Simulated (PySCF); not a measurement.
Compounds:

A. `InChI=1S/C7H9F3N2/c1-5-3-11-12(6(5)2)4-7(8,9)10/h3H,4H2,1-2H3`
B. SMILES FC(F)(F)c1cc(Cl)pcn1
C. `P(=P/N(C)C)/CC(F)(F)F`

Spectrum 1. ¹H NMR (400 MHz, computed): δ 3.53 (m, 2H), 3.15 (m, 6H). ¹³C{¹H} NMR (computed): δ 135.0 (C), 48.4 (CH3), 41.5 (CH2).

Spectrum 2. ¹H NMR (400 MHz, computed): δ 10.57 (m, 1H), 8.15 (m, 1H). ¹³C{¹H} NMR (computed): δ 197.8 (C), 192.0 (CH), 154.8 (C), 132.1 (C), 130.2 (CH).

Spectrum 3. ¹H NMR (400 MHz, computed): δ 7.38 (s, 1H), 4.57 (m, 2H), 2.40 (s, 3H), 2.22 (s, 3H). ¹³C{¹H} NMR (computed): δ 144.5 (CH), 140.7 (C), 133.1 (C), 120.7 (C), 54.8 (CH2), 11.3 (CH3), 10.9 (CH3).

Computational details: shielding tensors at PBE0/pcSseg-1 (GIAO), geometry from GFN2-xTB, in PySCF 2.14 (averaged over atoms made equivalent by symmetry, fast rotation or ring inversion, isolated molecule, one computed conformer, non-relativistic).

Scale: ¹H (σ = 31.72 ppm), ¹³C (σ = 186.93 ppm) vs TMS (reference shieldings calculated alike). Splittings of carbon signals by F and P are missing where no couplings were computed. Where no couplings were computed, multiplicities follow the n + 1 count of equivalent neighbours, and m marks all less simple cases (inequivalent or close neighbours, rings, F or P nearby). Shifts are as computed. Against solution values, carbons near 30 ppm lie about +3 ppm off and those near 130 ppm about +5 ppm; carbons on Cl a further +6 ppm. Of 1211 compounds with measured shifts, 218 miss one by over three times the rms of a fit or turn the order of signals round; such compounds aren't used in these exercises. Carbons bonded to Cl come out too deshielded.

Match each spectrum to its structure.

Answers

1–C, 2–B, 3–A.

- Spectrum 1 (C): 3 ¹³C signals; δC 135.0 is a CF3 carbon; δC 48.4 is a methyl carbon bonded to N.
- Spectrum 2 (B): 5 ¹³C signals; δC 192.0 is an aromatic CH next to a ring nitrogen; δC 132.1 is a CF3 carbon.
- Spectrum 3 (A): 7 ¹³C signals; δC 144.5 is an aromatic CH next to a ring nitrogen; δC 133.1 is a CF3 carbon.
